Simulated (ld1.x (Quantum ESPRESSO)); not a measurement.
**What one change does to a pseudopotential (Si (Z = 14), TM)**

| Quantity | Value |
| --- | --- |
| Element | silicon |
| Generator | ld1.x (Quantum ESPRESSO) 7.5 |
| Type | norm-conserving Troullier–Martins (Kleinman–Bylander form) |
| Functional | PBE |
| Relativity | non-relativistic |
| Frozen core | [Ne] |
| Valence charge | 4 |
| Reference configuration | 3s2 3p2 |
| Partial waves | 3s (bound): rc 1.25 bohr; 3p (bound): rc 1.95 bohr; 3d channel at 0.3 Ry: rc 2.10 bohr |
| Local potential | all-electron potential smoothed inside 1.80 bohr (lloc = -2) |
| Core correction | a·sin(br)/r model core, default radius (core density twice the valence density) |

Change: all radii but the core radius scaled by about 1.37 (s 1.72, p 2.68, d 2.88 bohr); local potential all-electron potential smoothed inside 2.48 bohr (lloc = -2).

Cutoffs: the cutoffs (Ry, on a coarse ladder) from which the occupation-weighted sum of valence levels, in a spherical-Bessel basis at the reference potential, stays within 10 and 1 mRy of its value at 400 Ry; they do not see the model core or the augmentation charge, which bear on the density cutoff. Errors are all-electron minus pseudo energies relative to the spin-unpolarised reference configuration.

Task: How do hardness, ghosts and transferability respond?

Result: The potential gets softer (50 Ry and 110 Ry → 15 Ry and 40 Ry); of the 7 tests that both files solve, the error grows in 0 and shrinks in 6 by more than 15 % and 0.3 meV (median size 3.4 → 1.6 meV); neither file shows a bound ghost. A larger radius leaves more room for a smooth pseudo-wave, so fewer plane waves are needed. That the errors move this way runs against the usual rule that smaller radii transfer better.

| quantity | base | changed |
| --- | --- | --- |
| cutoff, loose | 50 Ry | 15 Ry |
| cutoff, tight | 110 Ry | 40 Ry |
| loose cutoff by channel (10 mRy a level) | s 40 Ry, p 6 Ry | s 12 Ry, p 6 Ry |
| bound ghosts | none | none |
| error for 3s2 3p1, meV [ΔE 7.75 eV] | +3.4 | -1.6 |
| error for 3s2 3p0, meV [ΔE 23.76 eV] | +27 | -15 |
| error for 3s1 3p0, meV [ΔE 57.66 eV] | +97 | -8.0 |
| error for 3s2 3p2.3, meV [ΔE -0.93 eV] | +0.1 | 0.0 |
| error for 3s2 3p1.5, meV [ΔE 2.93 eV] | +0.6 | -0.2 |
| error for 3s1 3p3, meV [ΔE 6.76 eV] | -1.9 | +1.2 |
| error for 3s0 3p4, meV [ΔE 13.66 eV] | -9.6 | +6.8 |
